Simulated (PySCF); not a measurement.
Os⁺: excitation energy

Os⁺ [Xe] 4f14 5d6 6s1 (6D) → Os⁺ [Xe] 4f14 5d7 (4F), as a difference of total energies. All numbers are calculated (PySCF 2.14, the spin-free X2C one-electron Hamiltonian (Gaussian nucleus), in x2c-TZVPPall with one added diffuse shell each of s, p, d, f type (12s8p8d4f1g, 113 functions)). Correlated levels: valence: [Xe] 4f14 frozen. The calculations carry no spin-orbit coupling.

```json
{"method": "UHF", "excitation energy (cm⁻¹)": "14330"}
{"method": "LDA", "excitation energy (cm⁻¹)": "9859.7"}
{"method": "PBE", "excitation energy (cm⁻¹)": "10318"}
{"method": "PBE0", "excitation energy (cm⁻¹)": "10045"}
{"method": "r2SCAN", "excitation energy (cm⁻¹)": "12139"}
{"method": "MP2 (valence)", "excitation energy (cm⁻¹)": "9718.1"}
{"method": "SCS-MP2 (valence)", "excitation energy (cm⁻¹)": "5865.9"}
```

A first-order spin-orbit estimate (lowest level to lowest level, LS coupling) adds -0.186 eV.
